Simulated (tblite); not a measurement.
C$_{3}$H$_{3}$ (SMILES C#C[CH2-]), charge -1, singlet, at a GFN2-xTB geometry; IPEA1-xTB (tblite).

Here is a job for tblite.
```
$ tblite run mol.xyz --method ipea1 --charge -1 --spin 0 --json tblite.json --no-restart

# file mol.xyz
6

C     -0.00058846    -0.06735310     0.13145175
C      0.01272709     0.42165409     1.28692893
C     -0.00916618    -0.23508926    -1.20054090
H      0.00817204    -0.08669387     2.25254432
H      0.90933867    -0.33006222    -1.78374476
H     -0.93534543    -0.29851433    -1.77583821
```

The log (banner, timings and long lists left out):

```
xTB calculator
 | screened Coulomb repulsion
 | Coulomb electrostatics
 |  * isotropic Klopman-Ohno-Mataga-Nishimoto electrostatics
 |  * onsite third-order electrostatics
 | DFT-D3(BJ) dispersion correction

halogen bonding energy    0.0000000000000E+00 Eh
repulsion energy          2.3135190564688E-01 Eh
dispersion energy        -1.1792540280304E-03 Eh
number of electrons       1.6000000000000E+01 e
integral cutoff           4.0000000000000E+01 bohr

------------------------------------------------------------
  cycle        total energy    energy error   density error
------------------------------------------------------------
      1     -8.877379594799  -9.1075522E+00   6.5216137E-01
      2     -8.855018605481   2.2360989E-02   3.9895550E-01
      3     -8.673269579924   1.8174903E-01   3.5582280E-01
      4     -8.915288043296  -2.4201846E-01   2.1084860E-02
      5     -8.916559705465  -1.2716622E-03   5.6550599E-03
      6     -8.916619422686  -5.9717221E-05   2.8298818E-03
      7     -8.916630913534  -1.1490848E-05   8.5447812E-04
      8     -8.916633265431  -2.3518971E-06   7.2059929E-05
      9     -8.916633279286  -1.3855132E-08   2.1214281E-05
     10     -8.916633280600  -1.3134400E-09   1.5728172E-06
------------------------------------------------------------

electronic energy        -9.1468059322185E+00 Eh
total energy             -8.9166332805996E+00 Eh

Post processing:
 | Mayer-Wiberg bond orders

[Info] JSON dump of results written to 'tblite.json'
```
